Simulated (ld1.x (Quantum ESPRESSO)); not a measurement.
## aluminium (Al): excitation energies, all-electron against ultrasoft

| Item | Value |
| --- | --- |
| Element | Al (Z = 13) |
| Generator | ld1.x (Quantum ESPRESSO) 7.5 |
| Type | ultrasoft |
| Functional | BP86 |
| Relativity | non-relativistic |
| Frozen core | [Ne] |
| Valence charge | 3 |
| Reference configuration | 3s2 3p0.5 (charge +0.5) |
| Partial waves | 3s (bound): rcut 1.95, rcutus 2.10 bohr; 3s channel at 2.85 Ry: rcut 1.95, rcutus 2.10 bohr; 3p (bound): rcut 2.10, rcutus 2.45 bohr; 3p channel at 1.3 Ry: rcut 2.10, rcutus 2.45 bohr; 3d channel at 0.45 Ry: rcut 1.95, rcutus 2.20 bohr; 3d channel at 1.65 Ry: rcut 1.95, rcutus 2.20 bohr |
| Local potential | all-electron potential smoothed inside 1.60 bohr (lloc = -2) |
| Core correction | Bessel-smoothed model core inside 2.20 bohr |
| Augmentation charge | PSQ, inside the norm-conserving radii |

Energies are relative to the spin-unpolarised reference configuration 3s2 3p0.5; without spin polarisation the order of configurations can differ from experiment.

| valence configuration | charge | ΔE all-electron (eV) | error AE − PS (meV) |
| --- | --- | --- | --- |
| 3s2 3p1 | 0 | -2.139 | +0.2 |
| 3s2 3p0 | +1 | 3.731 | +0.3 |
| 3s1 3p0 | +2 | 23.064 | -6.1 |
| 3s1 3p2 | 0 | 2.976 | +0.4 |
| 3s0 3p3 | 0 | 8.263 | +1.3 |
| 3s2 3p1.3 | -0.3 | -2.746 | +0.4 |

Problem. What are ΔE and the potential's error for 3s1 3p1?

Solution. ΔE = 9.517 eV all-electron; the error (AE − PS) is -1.9 meV.
